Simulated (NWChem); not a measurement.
Molecule: C₄H₃NS; SMILES C#CC1=NCS1

```xyz
9

C      0.1615     2.8932     0.0000
C     -0.0601     1.6885     0.0000
C     -0.2505     0.2820     0.0000
N     -1.3613    -0.4086     0.0000
C     -0.7095    -1.7073     0.0000
S      1.0251    -0.9785     0.0000
H      0.3402     3.9601     0.0000
H     -0.9080    -2.3087     0.9114
H     -0.9080    -2.3087    -0.9114
```
Atoms are numbered in this order, from 1.

Level: PBE-D3(BJ)/def2-SVP (NWChem), optimised geometry, unscaled harmonic frequencies. 

### Question
List the harmonic frequencies with IR intensities, and the thermochemistry.

### Answer
```tsv
frequency (cm⁻¹)	IR intensity (km/mol)
154	3.7
169	9.2
354	1.9
449	0.8
525	3.4
615	3.7
657	34.2
671	6.6
677	40.8
710	8.2
833	0.1
1013	55.7
1043	0.4
1072	26.4
1182	53.1
1362	4.8
1565	46.1
2158	21.2
2997	8.2
3071	1.2
3404	84.5
```

The zero-point energy is 35.3 kcal/mol. The thermal correction to the enthalpy at 298.15 K (with zero-point energy) is 39.5 kcal/mol and the heat capacity Cv comes out as 20.3 cal/(mol K). The entropy at 298.15 K and 1 atm (symmetry number 1) is 76.3 cal/(mol K). The dipole moment is 0.87 D.

Rigid rotor and harmonic oscillator.
